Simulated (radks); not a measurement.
Values are calculated unless marked as measured or tabulated.
Question: These are the eigenvalues of the occupied orbitals of an atom or ion with whole-number occupations (hartree). Code: a radial shooting solver on a logarithmic mesh with Libxc functionals. Model: scalar-relativistic Kohn-Sham, r2SCAN, spin-polarised, spherical densities, finite nucleus; meta-GGA in the generalised Kohn-Sham scheme; Fermi nuclear charge, rms radius of each element as measured or else 0.836 A^(1/3) + 0.57 fm.

orbital  eigenvalue
1s up     -2181.654
1s down   -2181.654
2s up     -369.1485
2s down   -369.1483
2p up     -325.8543
2p down   -325.8540
3s up     -83.48421
3s down   -83.46300
3p up     -70.30848
3p down   -70.28723
3d up     -54.02435
3d down   -54.00800
4s up     -16.83301
4s down   -16.78886
4p up     -12.48441
4p down   -12.44062
4d up      -6.68288
4d down    -6.63905
5s up      -2.27261
5s down    -2.25273
5p up      -1.27518
5p down    -1.26100
4f up      -0.37050
6s up      -0.35500
4f down    -0.33070

Which element is it, and in what charge state? The configuration may be excited. Open shells, if any, are filled with parallel spins first.

Answer: Z = 69, thulium, charge +1: Tm+ in [Xe] 4f13 6s1. The list shows which subshells hold electrons but not how many an open one holds; the 1s level, -2181.7 hartree, gives Z - s = 66.1 by -(Z - s)^2/2, which with screening and relativity narrows Z to a few neighbours, and the depths of the outer levels then fix element, charge and occupations together.
